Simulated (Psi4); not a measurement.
tungsten atom (W), quintet (core potentials on W); PBE0/def2-TZVPD (Psi4 1.11).

Psi4 was given this input:
```
memory 2 GB

molecule {
0 5
  W     0.00000000    0.00000000    0.00000000
}

set basis def2-tzvpd
set reference uks

energy('pbe0')
print_variables()
```

Question: Write the output that Psi4 gives for this input, abridged.

Answer: 
```
   => Loading Basis Set <=

    Name: DEF2-TZVPD
    Role: ORBITAL
    Keyword: BASIS

    !!!  WARNING: ECP capability is in beta. Please check occupations closely.  !!!

         ---------------------------------------------------------
                                   SCF
               by Justin Turney, Rob Parrish, Andy Simmonett
                          and Daniel G. A. Smith
                              UKS Reference
         ---------------------------------------------------------

  ==> Geometry <==

    Molecular point group: d2h
    Geometry (in Angstrom), charge = 0, multiplicity = 5:

       Center              X                  Y                   Z               Mass
    ------------   -----------------  -----------------  -----------------  -----------------
         W            0.000000000000     0.000000000000     0.000000000000   183.950930920000

  Running in d2h symmetry.

  Rotational constants: A = ************  B = ************  C = ************ [cm^-1]
  Rotational constants: A = ************  B = ************  C = ************ [MHz]
  Nuclear repulsion =    0.000000000000000

  Charge       = 0
  Multiplicity = 5
  Electrons    = 14
  Nalpha       = 9
  Nbeta        = 5

  ==> Algorithm <==

  SCF Algorithm Type is DF.
  DIIS enabled.
  MOM disabled.
  Fractional occupation disabled.
  Guess Type is CORE.
  Energy threshold   = 1.00e-06
  Density threshold  = 1.00e-06
  Integral threshold = 1.00e-12

  ==> Primary Basis <==

  Basis Set: DEF2-TZVPD
    Blend: DEF2-TZVPD
    Number of shells: 15
    Number of basis functions: 43
    Number of Cartesian functions: 49
    Spherical Harmonics?: true
    Max angular momentum: 3

  Core potential: DEF2-TZVPD
    Number of shells: 4
    Number of ECP primitives: 10
    Number of ECP core electrons: 60
    Max angular momentum: 3

  ==> DFT Potential <==

   => LibXC <=

    Version 7.1.2
    S. Lehtola, C. Steigemann, M. J. T. Oliveira, and M. A. L. Marques,  SoftwareX 7, 1–5 (2018) (10.1016/j.softx.2017.11.002)

   => Composite Functional: PBE0 <=

    PBE0 Hyb-GGA Exchange-Correlation Functional

    C. Adamo and V. Barone,  J. Chem. Phys. 110, 6158 (1999) (10.1063/1.478522)
    M. Ernzerhof and G. E. Scuseria,  J. Chem. Phys. 110, 5029 (1999) (10.1063/1.478401)

    Deriv               =              1
    GGA                 =           TRUE
    Meta                =          FALSE

    Exchange Hybrid     =           TRUE
    MP2 Hybrid          =          FALSE

[...]
   @S   Expected:                2.000000000E+00
   @S   Observed:                2.000000000E+00

    Orbital Energies [Eh]
    ---------------------

    Alpha Occupied:

[...]
    Alpha Virtual:

[...]
      12Ag   582.678381

    Beta Occupied:

[...]
    Beta Virtual:

[...]
    Final Occupation by Irrep:
             Ag   B1g   B2g   B3g    Au   B1u   B2u   B3u
    DOCC [     2,    0,    0,    0,    0,    1,    1,    1 ]
    SOCC [     1,    1,    1,    1,    0,    0,    0,    0 ]
    NA   [     3,    1,    1,    1,    0,    1,    1,    1 ]
    NB   [     2,    0,    0,    0,    0,    1,    1,    1 ]

  @DF-UKS Final Energy:   -66.90468403078874

   => Energetics <=

    Nuclear Repulsion Energy =              0.0000000000000000
    One-Electron Energy =                -112.5755540030670829
    Two-Electron Energy =                  51.4288848124277393
    DFT Exchange-Correlation Energy =      -5.7580148401493991
    Empirical Dispersion Energy =           0.0000000000000000
    VV10 Nonlocal Energy =                  0.0000000000000000
    Total Energy =                        -66.9046840307887436

  UHF NO Occupations:
  HONO-2 :    1B3g 1.0000000
  HONO-1 :    3 Ag 1.0000000
  HONO-0 :    1B1g 1.0000000
  LUNO+0 :    4 Ag 0.0049754
  LUNO+1 :    2B1u 0.0001517
  LUNO+2 :    2B3u 0.0001191
  LUNO+3 :    2B2u 0.0001191

Computation Completed

Properties will be evaluated at   0.000000,   0.000000,   0.000000 [a0]

Properties computed using the SCF density matrix

 Multipole Moments:

 ------------------------------------------------------------------------------------
     Multipole            Electronic (a.u.)      Nuclear  (a.u.)        Total (a.u.)
 ------------------------------------------------------------------------------------

 L = 1.  Multiply by 2.5417464519 to convert [e a0] to [Debye]
 Dipole X            :          0.0000000            0.0000000            0.0000000
 Dipole Y            :          0.0000000            0.0000000            0.0000000
 Dipole Z            :          0.0000000            0.0000000            0.0000000
 Magnitude           :                                                    0.0000000

 ------------------------------------------------------------------------------------

  Variable Map:
  ----------------------------------------------------------------------------
[...]
  Array Variable Map:
  ----------------------------------------------------------------------------
[...]
[...]
```
